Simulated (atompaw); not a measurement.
## u(r) = r·R(r): atom against pseudo-atom (copper)

Columns: radius, all-electron u(r) and pseudo u(r) of the 4s shell (level -11.89 eV) of copper in the configuration [Ne] 3s2 3p6 3d10 4s0 4p0; PBE, scalar-relativistic, PAW (atompaw) scheme, atompaw 4.2.0.5.

```
r (bohr)  all-electron   pseudo
   0.044       -0.0738  -0.0798
   0.088        0.0673  -0.1568
   0.133        0.1615  -0.2298
   0.177        0.1689  -0.2931
   0.221        0.1159  -0.3464
   0.265        0.0323  -0.3882
   0.310       -0.0602  -0.4182
   0.354       -0.1423  -0.4346
   0.398       -0.2081  -0.4385
   0.442       -0.2544  -0.4307
   0.487       -0.2815  -0.4116
   0.531       -0.2897  -0.3835
   0.575       -0.2823  -0.3478
   0.619       -0.2621  -0.3060
   0.663       -0.2318  -0.2597
   0.708       -0.1929  -0.2093
   0.752       -0.1493  -0.1581
   0.796       -0.1021  -0.1062
   0.840       -0.0527  -0.0541
   0.885       -0.0011  -0.0013
   0.929        0.0493   0.0495
   0.973        0.0991   0.0992
   1.017        0.1477   0.1477
   1.062        0.1955   0.1955
   1.106        0.2403   0.2403
   1.150        0.2830   0.2830
```

Q: How many radial nodes do the two functions have?

A: The all-electron 4s function has n − l − 1 = 3; the pseudo-wave has 1, since 1 lower shell of the same l stays in the valence.

Q: At about which radius was the pseudo-wave matched?

A: 1.05 bohr. The columns agree to 0.0005 from 0.89 bohr on; several derivatives are matched, so the curves merge somewhat inside the radius.

Q: Is the pseudo-wave norm-conserving?

A: No, it belongs to a PAW set: the norm inside the radius is not constrained, and the difference is carried by the augmentation charge.
